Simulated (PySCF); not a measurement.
Isomers of C4H8Se. The calculation used PySCF, PBE0-D3(BJ)/def2-SVP geometry optimisation, gas phase. One conformer each; no zero-point energy, no entropy. No frequencies were run at this level. Point groups hold within 0.08 Å.

Question: Rank from lowest to highest electronic energy at this level (kcal/mol).
A. `[CH2:1]1[CH2:2][CH2:3][Se:4][CH2:5]1` with C5–C1–C2–C3 53°, C1–C2–C3–Se4 -39°, C2–C3–Se4–C5 14°, C3–Se4–C5–C1 14°
B. `[CH2:1]=[CH:2][Se:3][CH2:4][CH3:5]` with C1–C2–Se3–C4 -4°, C2–Se3–C4–C5 -77°
C. `[CH3:1][CH2:2][C:3]([CH3:4])=[Se:5]` with C1–C2–C3–C4 83°

Answer: A (0.0), C (17.1), B (24.9).

As drawn, the highest has a C=C bond outside aromatic rings, which the lowest lacks.

```
     SMILES       E (Eh)  E rel (kcal/mol)  dipole (D)  point group     A, B, C (MHz)
 C1CC[Se]C1  -2557.92757               0.0        1.92           C2  5763, 2825, 2042
CCC(C)=[Se]  -2557.90028              17.1        2.76           C1  5101, 1885, 1513
  C=C[Se]CC  -2557.88791              24.9        1.15           C1  3548, 2991, 1784
```
